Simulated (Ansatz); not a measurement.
PBE exchange is replaced step by step with exact exchange (0 % is PBE, 25 % PBE0; no dispersion term), basis def2-TZVP, Ansatz. System: BeCl2. Charge 0, multiplicity 1. Geometry: r2SCAN-D4/def2-TZVP.

Geometry of the singlet:

Cartesian coordinates in Å:
```
Be 0.0000 0.0000 0.0000
Cl 0.8829 -1.3723 0.7695
Cl -0.8829 1.3723 -0.7695
```

| exact exchange (%) | HOMO (eV) | LUMO (eV) | gap (eV) |
| --- | --- | --- | --- |
| 5 | -8.41 | -1.01 | 7.41 |
| 10 | -8.69 | -0.87 | 7.82 |
| 15 | -8.98 | -0.75 | 8.23 |
| 25 | -9.54 | -0.50 | 9.05 |
| 35 | -10.11 | -0.25 | 9.86 |
| 50 | -10.98 | 0.09 | 11.07 |

Problem. Fit a straight line to the column «gap (eV)» against the share of exact exchange and predict its value at 0 %.

Solution. With x = exact exchange (%) and y = gap (eV): mean x = 23.33, mean y = 8.907; Σ(x − x̄)(y − ȳ) = 116.6, Σ(x − x̄)² = 1433; slope b = 0.08137, intercept a = ȳ − b·x̄ = 7.009. The residuals of the fitted rows reach 0.01. At x = 0 the line gives 7.009 + (0.08137 × 0) = 7.01; the run gave 6.99, 0.02 less than the line.
